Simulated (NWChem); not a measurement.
System: SrO; SMILES [O]=[Sr]

Parts of the log:

```
             Northwest Computational Chemistry Package (NWChem) 7.3.0
             --------------------------------------------------------

                             Geometry "geometry" -> ""
                             -------------------------

 Output coordinates in angstroms (scale by  1.889725989 to convert to a.u.)

  No.       Tag          Charge          X              Y              Z
 ---- ---------------- ---------- -------------- -------------- --------------
    1 Sr                  38.0000     0.00000000     0.00000000    -0.30374300
    2 O                    8.0000     0.00000000     0.00000000     1.60858600

 Effective nuclear repulsion energy (a.u.)      84.1224934077

                                 NWChem DFT Module
                                 -----------------

 Summary of "ao basis" -> "ao basis" (spherical)
 ------------------------------------------------------------------------------
       Tag                 Description            Shells   Functions and Types
 ---------------- ------------------------------  ------  ---------------------
 Sr                         def2-svp                 9       23   4s3p2d
 O                          def2-svp                 6       14   3s2p1d

            General Information
            -------------------
          SCF calculation type: DFT
          Wavefunction type:  closed shell.
          No. of atoms     :     2
          No. of electrons :    18
           Alpha electrons :     9
            Beta electrons :     9
          Charge           :     0
          Spin multiplicity:     1
          Use of symmetry is: off; symmetry adaption is: off
          Maximum number of iterations: 150
          AO basis - number of functions:    37
                     number of shells:    15
          Convergence on energy requested:  1.00D-06
          Convergence on density requested:  1.00D-05
          Convergence on gradient requested:  5.00D-04

              XC Information
              --------------
                         PBE0 Method XC Functional
                     Hartree-Fock (Exact) Exchange  0.250
          PerdewBurkeErnzerhof Exchange Functional  0.750
            Perdew 1991 LDA Correlation Functional  1.000 local
           PerdewBurkeErnz. Correlation Functional  1.000 non-local

             Grid Information
             ----------------
          Grid used for XC integration:  medium
          Radial quadrature: Mura-Knowles
          Angular quadrature: Lebedev.
          Tag              B.-S. Rad. Rad. Pts. Rad. Cut. Ang. Pts.
          ---              ---------- --------- --------- ---------
          Sr                  2.00      123          10.0       590
          O                   0.60       49           8.0       434
          Grid pruning is: on
          Number of quadrature shells:   172
          Spatial weights used:  Erf1

      Superposition of Atomic Density Guess
      -------------------------------------

 Sum of atomic energies:        -109.57179666

      Non-variational initial energy
      ------------------------------

 Total energy =    -104.858791
 1-e energy   =    -196.307720
 2-e energy   =      69.311431
 HOMO         =      -0.430857
 LUMO         =      -0.151549

   convergence    iter        energy       DeltaE   RMS-Dens  Diis-err
 ---------------- ----- ----------------- --------- --------- ---------
 d= 0,ls=0.0,diis     1   -105.3627065000 -1.28D+02  1.08D-01  2.43D+00
 d= 0,ls=0.0,diis     2    -97.2625520998  8.10D+00  1.06D-01  1.78D+01
 d= 0,ls=0.0,diis     3   -105.5799961699 -8.32D+00  2.24D-02  9.99D-01
 d= 0,ls=0.0,diis     4   -105.7320741466 -1.52D-01  6.43D-03  2.85D-02
 d= 0,ls=0.0,diis     5   -105.7306157739  1.46D-03  2.11D-03  4.57D-02
  Resetting Diis
 d= 0,ls=0.0,diis     6   -105.7352962897 -4.68D-03  1.01D-03  4.44D-03
 d= 0,ls=0.0,diis     7   -105.7358160700 -5.20D-04  3.83D-04  2.99D-05
 d= 0,ls=0.0,diis     8   -105.7357769760  3.91D-05  2.90D-04  3.76D-04
 d= 0,ls=0.0,diis     9   -105.7358199134 -4.29D-05  1.61D-05  3.56D-07
 d= 0,ls=0.0,diis    10   -105.7358199681 -5.47D-08  6.43D-06  1.26D-09

         Total DFT energy =     -105.735819968125
      One electron energy =     -199.949831335724
           Coulomb energy =       84.996147760531
    Exchange-Corr. energy =      -12.919634658123
 Nuclear repulsion energy =       22.137498265192

 Numeric. integr. density =       17.999997697123

                       DFT Final Molecular Orbital Analysis
                       ------------------------------------

 Vector    7  Occ=2.000000D+00  E=-1.860334D-01
              MO Center= -4.2D-09, -4.3D-09,  1.4D+00, r^2= 1.4D+00
   Bfn.  Coefficient  Atom+Function         Bfn.  Coefficient  Atom+Function
  ----- ------------  ---------------      ----- ------------  ---------------
    28      0.395035  2 O  py                27      0.389453  2 O  px
    31      0.294191  2 O  py                30      0.290034  2 O  px
    15      0.205522  1 Sr d -1              17     -0.202618  1 Sr d  1
     6     -0.088151  1 Sr py                 5     -0.086906  1 Sr px
    12      0.054967  1 Sr py                11      0.054191  1 Sr px

 Vector    8  Occ=2.000000D+00  E=-1.860334D-01
              MO Center=  7.5D-10, -1.0D-09,  1.4D+00, r^2= 1.4D+00
   Bfn.  Coefficient  Atom+Function         Bfn.  Coefficient  Atom+Function
  ----- ------------  ---------------      ----- ------------  ---------------
    27      0.395035  2 O  px                28     -0.389453  2 O  py
    30      0.294191  2 O  px                31     -0.290034  2 O  py
    17     -0.205522  1 Sr d  1              15     -0.202618  1 Sr d -1
     5     -0.088151  1 Sr px                 6      0.086906  1 Sr py
    11      0.054967  1 Sr px                12     -0.054191  1 Sr py

 Vector    9  Occ=2.000000D+00  E=-1.699194D-01
              MO Center=  2.6D-09,  4.9D-09,  1.1D+00, r^2= 2.3D+00
   Bfn.  Coefficient  Atom+Function         Bfn.  Coefficient  Atom+Function
  ----- ------------  ---------------      ----- ------------  ---------------
    29      0.566909  2 O  pz                32      0.393589  2 O  pz
    16     -0.376563  1 Sr d  0               3     -0.316484  1 Sr s
     2      0.214054  1 Sr s                  7      0.174780  1 Sr pz
    13      0.165092  1 Sr pz                26      0.152398  2 O  s
     4      0.096103  1 Sr s                 21      0.089517  1 Sr d  0

 Vector   10  Occ=0.000000D+00  E=-6.357227D-02
              MO Center=  9.3D-10,  1.6D-10, -1.2D+00, r^2= 7.2D+00
   Bfn.  Coefficient  Atom+Function         Bfn.  Coefficient  Atom+Function
  ----- ------------  ---------------      ----- ------------  ---------------
     4      0.818500  1 Sr s                  2     -0.309892  1 Sr s
    13     -0.309443  1 Sr pz                 3      0.199522  1 Sr s
     7      0.189617  1 Sr pz                16     -0.168636  1 Sr d  0
    29      0.102112  2 O  pz                 1     -0.085705  1 Sr s
    10     -0.081103  1 Sr pz                32      0.065979  2 O  pz

 Vector   11  Occ=0.000000D+00  E=-5.206707D-03
              MO Center= -1.6D-10,  1.2D-09, -1.3D+00, r^2= 9.5D+00
   Bfn.  Coefficient  Atom+Function         Bfn.  Coefficient  Atom+Function
  ----- ------------  ---------------      ----- ------------  ---------------
    11      0.648116  1 Sr px                12     -0.643116  1 Sr py
    22      0.219592  1 Sr d  1              20      0.217898  1 Sr d -1
     5     -0.161103  1 Sr px                 6      0.159860  1 Sr py
    17      0.144112  1 Sr d  1              15      0.143000  1 Sr d -1

 Vector   12  Occ=0.000000D+00  E=-5.206707D-03
              MO Center=  1.1D-10,  1.2D-09, -1.3D+00, r^2= 9.5D+00
   Bfn.  Coefficient  Atom+Function         Bfn.  Coefficient  Atom+Function
  ----- ------------  ---------------      ----- ------------  ---------------
    12      0.648116  1 Sr py                11      0.643116  1 Sr px
    20     -0.219592  1 Sr d -1              22      0.217898  1 Sr d  1
     6     -0.161103  1 Sr py                 5     -0.159860  1 Sr px
    15     -0.144112  1 Sr d -1              17      0.143000  1 Sr d  1

     Multipole analysis of the density
     ---------------------------------

     L   x y z        total         alpha         beta         nuclear
     -   - - -        -----         -----         ----         -------
     0   0 0 0     -0.000000     -9.000000     -9.000000     18.000000

     1   1 0 0      0.000000      0.000000      0.000000      0.000000
     1   0 1 0     -0.000000     -0.000000     -0.000000      0.000000
     1   0 0 1     -3.300815    -10.939599    -10.939599     18.578384

     2   2 0 0    -15.926737     -7.963369     -7.963369      0.000000
     2   1 1 0      0.000000      0.000000      0.000000      0.000000
     2   1 0 1      0.000000      0.000000      0.000000      0.000000
     2   0 2 0    -15.926737     -7.963369     -7.963369      0.000000
     2   0 1 1      0.000000      0.000000      0.000000      0.000000
     2   0 0 2    -27.645767    -52.431427    -52.431427     77.217086

                                 NWChem DFT Module
                                 -----------------

            General Information
            -------------------
          SCF calculation type: DFT
          Wavefunction type:  spin polarized.
          No. of atoms     :     2
          No. of electrons :    17
           Alpha electrons :     9
            Beta electrons :     8
          Charge           :     1
          Spin multiplicity:     2
          Use of symmetry is: off; symmetry adaption is: off
          Maximum number of iterations: 150
          AO basis - number of functions:    37
                     number of shells:    15
          Convergence on energy requested:  1.00D-06
          Convergence on density requested:  1.00D-05
          Convergence on gradient requested:  5.00D-04

              XC Information
              --------------
                         PBE0 Method XC Functional
                     Hartree-Fock (Exact) Exchange  0.250
          PerdewBurkeErnzerhof Exchange Functional  0.750
            Perdew 1991 LDA Correlation Functional  1.000 local
           PerdewBurkeErnz. Correlation Functional  1.000 non-local

             Grid Information
             ----------------
          Grid used for XC integration:  medium
          Radial quadrature: Mura-Knowles
          Angular quadrature: Lebedev.
          Tag              B.-S. Rad. Rad. Pts. Rad. Cut. Ang. Pts.
          ---              ---------- --------- --------- ---------
          Sr                  2.00      123          10.0       590
          O                   0.60       49           8.0       434
          Grid pruning is: on
          Number of quadrature shells:   172
          Spatial weights used:  Erf1

      Superposition of Atomic Density Guess
      -------------------------------------

 Sum of atomic energies:        -109.57179666

 Renormalizing density from      18.00 to     17

      Non-variational initial energy
      ------------------------------

 Total energy =    -101.440152
 1-e energy   =    -185.401736
 2-e energy   =      61.824085
 HOMO         =      -0.904018
 LUMO         =      -0.367405

[...]
```

Level: PBE0/def2-SVP with def2 effective core potentials on Sr, vertical spin-unrestricted ions. Geometry: optimised at PBE0-D3(BJ)/def2-TZVP. def2 effective core potentials on Sr; no spin-orbit coupling.

Reconstruct the input file.

This is not unique; one that fits is the input that was run:
```
start job
memory heap 200 mb stack 900 mb global 1100 mb
geometry units angstroms noautosym nocenter noautoz
  Sr     0.000000     0.000000    -0.303743
  O      0.000000     0.000000     1.608586
end
basis spherical
  Sr library def2-svp
  O library def2-svp
end
ecp
  Sr library def2-ecp
end
dft
  xc pbe0
  iterations 150
  vectors input atomic output neutral.movecs
end
task dft energy
charge 1
dft
  odft
  mult 2
  vectors input atomic output cation.movecs
end
task dft energy
```
